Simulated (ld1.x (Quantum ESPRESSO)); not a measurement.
## Before and after: ultrasoft potential for Br

Br (Z = 35), ultrasoft, made with ld1.x (Quantum ESPRESSO) 7.5 (PW91, scalar-relativistic). Core [Ar] 3d10, reference 4s2 4p4 (charge +1). Waves: 4s (bound): rcut 1.05, rcutus 1.40 bohr; 4s channel at 0.7 Ry: rcut 1.05, rcutus 1.40 bohr; 4p (bound): rcut 1.20, rcutus 1.30 bohr; 4p channel at -0.8 Ry: rcut 1.20, rcutus 1.30 bohr; 4d channel at 0.05 Ry: rcut 1.05, rcutus 1.35 bohr. Local part: all-electron potential smoothed inside 1.00 bohr (lloc = -1). Core correction: Bessel-smoothed model core, default radius (core density twice the valence density). Augmentation charge: built from norm-conserving waves at rcut, not smoothed further.

All-electron outer shells of the reference configuration (PW91, scalar-relativistic, ld1.x):

```json
{"shell": "4s", "level (eV)": "-30.48", "outermost node (bohr)": "0.67", "outermost maximum (bohr)": "1.41"}
{"shell": "4p", "level (eV)": "-17.53", "outermost node (bohr)": "0.70", "outermost maximum (bohr)": "1.62"}
```

Change: reference 4s2 4p5; wave 4d channel at 0.05 Ry: rcut 1.05, rcutus 1.35 bohr becomes 4d channel at 0.05 Ry: rc 1.35 bohr.

Cutoffs: the cutoffs (Ry, on a coarse ladder) from which the occupation-weighted sum of valence levels, in a spherical-Bessel basis at the reference potential, stays within 10 and 1 mRy of its value at 400 Ry; they do not see the model core or the augmentation charge, which bear on the density cutoff. Errors are all-electron minus pseudo energies relative to the spin-unpolarised reference configuration.

What does the change do?

The potential gets softer (55 Ry and 60 Ry → 35 Ry and 60 Ry); both files keep a bound ghost (p, s).

| quantity | base | changed |
| --- | --- | --- |
| cutoff, loose | 55 Ry | 35 Ry |
| cutoff, tight | 60 Ry | 60 Ry |
| bound ghosts | p, s | p, s |
| largest error over its own tests, meV | -101 | -134 |
| s: phases at 1.55 bohr within 0.05 rad from the reference energy up to (Ry; the scan ends near 5) | to the end of the scan | to the end of the scan |
| p: phases at 1.55 bohr within 0.05 rad from the reference energy up to (Ry; the scan ends near 5) | to the end of the scan | to the end of the scan |
| d: phases at 1.55 bohr within 0.05 rad from the reference energy up to (Ry; the scan ends near 5) | 1.1 | 1.3 |
| lowest overlap eigenvalue by channel | s 0.41, p 0.44, d 1.00 | s 0.42, p 0.51, d 1.00 |

 A true bound ghost makes a file unfit for plane-wave use even where its test errors are small: the radial tests pick states by their node count and pass the ghost by.
